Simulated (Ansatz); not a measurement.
Wavefunction ladder for H6O2Si2Sn, SMILES `[SiH3][O][Sn][O][SiH3]`

```xyz
11

Si   -1.750   -0.709   -0.680
O    -0.930   -1.713    0.313
Sn    0.753   -2.103    1.264
O     1.671   -0.387    0.944
Si    1.590    1.154    0.413
H    -2.519    0.295    0.103
H    -2.702   -1.499   -1.508
H    -0.825    0.017   -1.596
H     2.510    2.005    1.217
H     0.210    1.700    0.547
H     1.992    1.239   -1.017
```

The species carries charge 0 and has multiplicity 1. Correlated methods include outer-core shells of Sn, which these sets cover unevenly. Sn takes the def2 core potential. All single points use the PBE0-D4/def2-TZVP geometry. It is one conformer, not always the lowest. Frozen core, restricted reference, the Gaussian-basis code of Ansatz.

```
     basis     HF (Eh)  MP2 corr.
  def2-SVP  -944.25717   -0.66059
def2-TZVPP  -944.67803   -1.03193
def2-QZVPP  -944.70740   -1.30278
```

Task: Estimate the CCSD correlation energy and the (T) correction in each basis where they were run (hartree).

Result: 
```json
{"basis": "def2-SVP", "CCSD corr.": "-0.71298", "(T)": "-0.01847"}
{"basis": "def2-TZVPP", "CCSD corr.": "-1.06079", "(T)": "-0.03688"}
```
